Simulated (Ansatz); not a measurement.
Reaction (redistribution): `[NH]=[Ta]([OH])([OH])[Cl]` + `[NH2][Ga]([F])[O][SiH3]` → `[NH]=[Ta]([NH2])([OH])[Cl]` + `[OH][Ga]([F])[O][SiH3]`

Isolated molecules relaxed with PBE0-D4/def2-TZVP in Ansatz; ΔE leaves out vibrations. CCSD(T)/CBS adds triple-zeta CCSD(T) − MP2 to the extrapolated MP2 energy (def2 sets, frozen cores). Functionals use def2-TZVPP. B3LYP here is the variant with VWN-RPA as its local correlation; programs differ in this. def2 core potentials past Kr. For Ga, Ta outer-core shells are correlated without core-valence functions, which leaves a few kJ/mol of doubt a bond. Scalar relativity is left out up to krypton. One conformer a species, not always the lowest.

```csv
level,ΔE (kcal/mol),difference from CCSD(T)/CBS
BLYP-D4,8.0,-0.3
revPBE,7.9,-0.4
r2SCAN,8.6,0.3
B3LYP,8.6,0.3
MP2/def2-SVP,7.2,-1.1
CCSD(T)/def2-SVP,7.5,-0.8
MP2/def2-TZVPP,7.0,-1.3
CCSD/def2-TZVPP,7.8,-0.5
MP2/def2-QZVPP,7.4,-0.9
CCSD/CBS(def2),8.6,0.3
CCSD(T)/CBS,8.3,0
```

**Question.** What do rigid-rotor, harmonic-oscillator terms from PBE0-D4/def2-TZVP frequencies (298.15 K, 1 bar) make of the CCSD(T)/CBS value? (Estimate.)

**Answer.** Computed: ΔZPE = +0.2 kcal/mol, ΔH = +8.3 kcal/mol, ΔS = -2 J/(mol·K), ΔG = +8.5 kcal/mol. Modes under 50 cm⁻¹ make the entropy rough.

Largest T1 diagnostic among the species: 0.018.

At CCSD(T), def2-SVP lies −0.8 kcal/mol from the extrapolated value and def2-TZVPP −0.9 kcal/mol. In def2-TZVPP, CCSD(T) changes the Hartree–Fock value by −1.7 kcal/mol (the triples alone add −0.3 kcal/mol) and MP2 by −2.2 kcal/mol. From BLYP to BHLYP (50 % exact exchange), in def2-TZVPP and without D4, ΔE moves by +0.9 kcal/mol.
